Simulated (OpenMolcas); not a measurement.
Cr3+: effect of the basis set

```
Program             : OpenMolcas 26.06
Method              : CASSCF
Active space        : 3 electrons in 10 orbitals (3d 4d)
State averaging     : 2S+1 = 4 even, 10 roots; 2S+1 = 2 even, 40 roots
Spin-orbit coupling : state interaction with AMFI integrals over the reference wave functions, term energies averaged over their components
```

A. ANO-R2 [6s4p4d2f], X2C, finite nucleus; cost of the order of 30 core-seconds
B. ANO-RCC-VTZP [6s5p3d2f1g], DKH2, point nucleus; cost roughly 14 core-seconds
C. ANO-RCC-VQZP [7s6p4d3f2g1h], DKH2, point nucleus; cost of the order of 18 core-seconds

Energies in cm-1 above 3d3 4F 3/2, the measured ground level; measured values from Sugar and Corliss, J. Phys. Chem. Ref. Data 6, 317 (1977).

| Level | A | B | C | Measured |
| --- | --- | --- | --- | --- |
| 3d3 4F 3/2 | 0.0 | 0.0 | 0.0 | 0.0 |
| 3d3 4F 5/2 | 249 | 247 | 249 | 236 |
| 3d3 4F 7/2 | 591 | 585 | 590 | 556 |
| 3d3 4F 9/2 | 1019 | 1009 | 1016 | 946 |
| 3d3 4P 1/2 | 17318 | 17399 | 17371 | 14059 |
| 3d3 4P 3/2 | 17434 | 17515 | 17487 | 14177 |
| 3d3 2G 7/2 | 17452 | 17571 | 17530 | 15052 |
| 3d3 4P 5/2 | 17732 | 17808 | 17783 | 14471 |
| 3d3 2G 9/2 | 17819 | 17935 | 17897 | 15402 |
| 3d3 2H 9/2 | 23103 | 23246 | 23186 | 21066 |
| 3d3 2P 1/2 | 23188 | 23321 | 23253 | 19519 |
| 3d3 2P 3/2 | 23293 | 23430 | 23360 |  |
| 3d3 2H 11/2 | 23392 | 23533 | 23475 | 21321 |
| 3d3 2D 3/2(1) | 25083 | 25243 | 25175 | 20650 |
| 3d3 2D 5/2(1) | 25319 | 25482 | 25413 | 20664 |
| 3d3 2F 7/2 | 40028 | 40237 | 40107 | 34363 |
| 3d3 2F 5/2 | 40181 | 40389 | 40261 | 34556 |
| 3d3 2D 5/2(2) | 61734 | 62158 | 61965 | 52975 |
| 3d3 2D 3/2(2) | 61895 | 62318 | 62128 | 53142 |

Deviations, from unrounded energies. A percentage is the sum of absolute deviations over the sum of measured energies, with the sign that they share, or ± where signs differ.

| Against measurement | Levels | A | B | C |
| --- | --- | --- | --- | --- |
| mean absolute deviation (cm-1) | 17 | 3600 | 3700 | 3600 |
| fine structure of the ground term (%) | 3 | +7.1 | +6.0 | +6.8 |
| other terms of the ground configuration (%) | 14 | +17.1 | +17.9 | +17.5 |

A, B, C lie about equally close to measurement. The largest miss of A in the table is 3d3 2D 5/2(2), by +8800 cm-1. The ranking rests on the paired levels alone, and a cruder setting can come out closer through cancelling errors.

Among A to C the level of the table that moves most is 3d3 2D 5/2(2), by 420 cm-1 (lowest in A, highest in B).

Without dynamic correlation excited terms often stand tens of per cent too high (terms of higher spin than the ground term too low), and those without a measured partner can miss by more than the paired ones. Active for correlation alone: 4d; no level in the range computed is led by a configuration that fills it, so any true level of that kind is missing. Measured partners are found by configuration, term and J. A level has none where our copy of the source lacks it or the pairing is in doubt (some pairs that miss far off the trend of their configuration count as doubtful), and it then counts in no deviation. Only configurations of the active space appear.

A number in round brackets counts repeated terms of one configuration in the order of the reference energies.
